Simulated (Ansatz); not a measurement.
Two isomers of C2H5FO2Si: A = `O=C[SiH](O)CF`, B = `CO[Si]1(F)CO1`.

Program: Ansatz. Geometries: PBE0-D4/def2-TZVP. ΔE: electronic, gas phase. CCSD(T)/CBS adds triple-zeta CCSD(T) − MP2 to the extrapolated MP2 energy (def2 sets, frozen cores). DFT in def2-TZVPP. B3LYP here is the variant with VWN-RPA as its local correlation; programs differ in this. One conformer a species, not always the lowest.

A:

Z-matrix (Å, degrees):
```
Si
C 1 1.923
C 1 1.890 2 109.8
O 1 1.637 2 104.0 3 -118.6
H 1 1.485 2 110.4 3 120.4
O 2 1.211 1 116.9 3 117.8
H 2 1.112 1 123.8 3 -61.7
F 3 1.394 1 108.2 2 64.3
H 3 1.095 1 111.8 2 -55.1
H 3 1.095 1 112.0 2 -176.2
H 4 0.965 1 112.4 2 -0.2
```

B:

Z-matrix (Å, degrees):
```
C
O 1 1.415
H 1 1.092 2 109.3
H 1 1.091 2 108.5 3 118.7
H 1 1.092 2 111.8 3 -121.0
Si 2 1.604 1 129.5 3 110.6
C 6 1.781 2 126.2 1 -147.9
F 6 1.585 2 108.4 1 10.0
O 6 1.620 2 119.1 1 148.3
H 7 1.087 6 122.8 2 -5.7
H 7 1.087 6 123.1 2 161.9
```

(1) Which isomer does CCSD(T)/CBS put lower? Give the gap. (Best estimate.)

(2) Give E(B) − E(A) in kcal/mol with B3LYP, HF/def2-TZVPP, PBE-D4, CCSD(T)/def2-TZVPP, MP2/def2-TZVPP, ωB97M-V, B3LYP-D4. (Best estimate.)

Largest T1 diagnostic: 0.014.

Results:

(1) The calculation gave: B, by 47.9 kcal/mol.

(2) Computed: B3LYP -44.5, HF/def2-TZVPP -45.0, PBE-D4 -42.9, CCSD(T)/def2-TZVPP -46.9, MP2/def2-TZVPP -50.5, ωB97M-V -46.5, B3LYP-D4 -44.5. None reverses the order clearly.

From PBE to PBE0 (25 % exact exchange), in def2-TZVPP and without D4, E(B) − E(A) moves by −3.0 kcal/mol. In def2-TZVPP, CCSD(T) changes the Hartree–Fock value by −1.9 kcal/mol (the triples alone add +0.4 kcal/mol) and MP2 by −5.6 kcal/mol.
